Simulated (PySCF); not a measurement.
Species: C₂H₈N₂OSi.
SMILES: `CN[SiH2]C(N)=O`

Torsions of this conformer, `[CH3:1][NH:2][SiH2:3][C:4]([NH2:5])=[O:6]`: C1–N2–Si3–C4 -74°, N2–Si3–C4–N5 -15°, H–N5–C4–Si3 -177°, H–N5–C4–Si3 -2°.

The closed-shell ground state was solved at several levels (PySCF, density fitting, gas phase, non-relativistic). Isolated species at its PBE0-D3(BJ)/def2-SVP geometry (one conformer only).

| level | basis functions | total energy (Eh) | HOMO (eV) | LUMO (eV) | gap (eV) | dipole (D) |
| --- | --- | --- | --- | --- | --- | --- |
| PBE0/cc-pVTZ | 296 | -554.9597 | -6.58 | -0.08 | 6.50 | 4.58 |
| CAM-B3LYP/pcSseg-1 | 149 | -555.1305 | -7.99 | 1.14 | 9.13 | 4.73 |
| mPW1PW91/pcSseg-1 | 149 | -555.1816 | -6.65 | -0.02 | 6.63 | 4.69 |
| OPBE/pcSseg-1 | 149 | -555.0708 | -5.08 | -0.84 | 4.24 | 4.47 |
| PBE0/aug-cc-pVDZ | 214 | -554.8849 | -6.67 | -0.50 | 6.17 | 4.63 |
| PBE0/IGLO-III | 299 | -554.9744 | -6.69 | -0.29 | 6.40 | 4.67 |
| BHandHLYP/pcSseg-1 | 149 | -555.0774 | -8.03 | 1.02 | 9.05 | 4.83 |
| BLYP/pcSseg-1 | 149 | -555.1548 | -5.01 | -0.81 | 4.20 | 4.52 |
| LDA/pcSseg-1 | 149 | -551.9212 | -5.27 | -1.19 | 4.08 | 4.63 |
| PBE0/cc-pVDZ | 128 | -554.8566 | -6.31 | 0.27 | 6.58 | 4.47 |
| PBE0/def2-TZVP | 240 | -554.9674 | -6.65 | -0.17 | 6.48 | 4.66 |
| BP86/pcSseg-1 | 149 | -555.2768 | -5.25 | -1.05 | 4.20 | 4.56 |

Q: Estimate the row for B97-2/pcSseg-1, a basis of 149 functions; the other rows only guide the guess.

A: Total energy -555.1543 Eh, HOMO -6.35 eV, LUMO -0.05 eV, gap 6.30 eV, dipole 4.66 D.

Q: Over all these levels, which gives the widest orbital gap and which the narrowest?

A: CAM-B3LYP/pcSseg-1 (range-separated hybrid) has the widest, 9.13 eV, and LDA/pcSseg-1 (LDA) the narrowest, 4.08 eV. The two share the basis. From the narrowest to the widest the HOMO moves by -2.72 eV and the LUMO by +2.33 eV.

Q: How much does the basis alone move the frontier levels among the 5 PBE0 rows?

A: The HOMO by 0.38 eV and the LUMO by 0.77 eV. By rising basis size (HOMO, LUMO in eV): cc-pVDZ -6.31, 0.27; aug-cc-pVDZ -6.67, -0.50; def2-TZVP -6.65, -0.17; cc-pVTZ -6.58, -0.08; IGLO-III -6.69, -0.29.

Q: In the pcSseg-1 basis, how does the gap go with the fixed share of exact exchange?

A: LDA (0 %) 4.08 eV; BLYP (0 %) 4.20 eV; BP86 (0 %) 4.20 eV; OPBE (0 %) 4.24 eV; B97-2 (21 %) 6.30 eV; mPW1PW91 (25 %) 6.63 eV; BHandHLYP (50 %) 9.05 eV. Each rise in the share widens the gap here.

Q: How far do the dipole and the HOMO energy spread over the levels?

A: The dipole runs from 4.47 to 4.83 D (mean 4.62 D) and the HOMO from -8.03 to -5.01 eV.
